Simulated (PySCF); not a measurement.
Method: PySCF, PBE, basis Se def2-SVP, O def2-SVP, Br def2-SVP (no relativity, density fitting). Open shells, if any, are unrestricted.

Q: What shape and geometry does isolated singlet SeOBr₂ take (every ligand bound to Se)?

A: Counting electrons, selenium keeps 2 of its valence electrons outside its bonds, so the VSEPR class is AX3E1 and the expected shape is trigonal pyramidal; with unlike ligands the computed point group is Cs. The lowest minimum found is a singlet of Cs symmetry with Se–Br 2.436 Å (×2), Se–O 1.626 Å; Br–Se–Br 99.3°, Br–Se–O 107.5° (×2). Its harmonic wavenumbers are 83 (a'), 177 (a''), 199 (a'), 256 (a''), 267 (a'), 959 (a') cm⁻¹ and its dipole moment is 1.89 D.

Only a few start shapes were tried, so a lower isomer may exist.
